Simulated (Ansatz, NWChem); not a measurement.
How methods differ on CH6Sn (SMILES [CH3][SnH3])

The species is CH6Sn (8 atoms), meant as a singlet with charge 0. SMILES: `[CH3][SnH3]`. The shape is that of a PBE0-D4/def2-TZVP optimisation.

```xyz
8

C     1.0945    0.3674   -0.1106
Sn   -0.9194   -0.3291    0.0821
H     1.3005    0.6277   -1.1488
H     1.7893   -0.4112    0.2040
H     1.2446    1.2492    0.5123
H    -2.0120    0.8868   -0.4175
H    -1.1567   -1.7164   -0.8878
H    -1.2487   -0.7315    1.7104
```

Quantity: the electronic atomisation energy, in eV. The values are calculated. Electronic energies at fixed atoms, without zero-point motion or spin-orbit coupling.

| level | kind | program | value (eV) | CPU time (all runs) |
| --- | --- | --- | --- | --- |
| BLYP/def2-SVP (core potential) | GGA | Ansatz | 23.57 | 6.1 s |
| revPBE/def2-SVP (core potential) | GGA | Ansatz | 23.34 | 5.6 s |
| B3LYP/def2-SVP (core potential) | global hybrid | NWChem | 23.95 | 35 s |
| BHLYP/def2-SVP (core potential) | global hybrid | Ansatz | 23.70 | 6 s |
| PBE-QIDH/def2-SVP (core potential) | double hybrid | Ansatz | 23.72 | 7.5 s |
| RPA@PBE/def2-SVP (core potential) | RPA | Ansatz | 22.57 | 9.4 s |
| MP2/def2-SVP (core potential) | perturbation theory | Ansatz | 22.73 | 1.7 s |
| CCSD/def2-SVP (core potential) | coupled cluster or CI | Ansatz | 22.92 | 5.9 s |

The values span 22.57 to 23.95 eV. In the correlated wave-function rows the outer d shell of Sn is correlated, in sets not made for it. In so small a basis fixed costs decide the times, and correlated methods can beat functionals. Times are those of the runs behind each value, whatever else they computed, on shared processors of several kinds: orders of magnitude only.
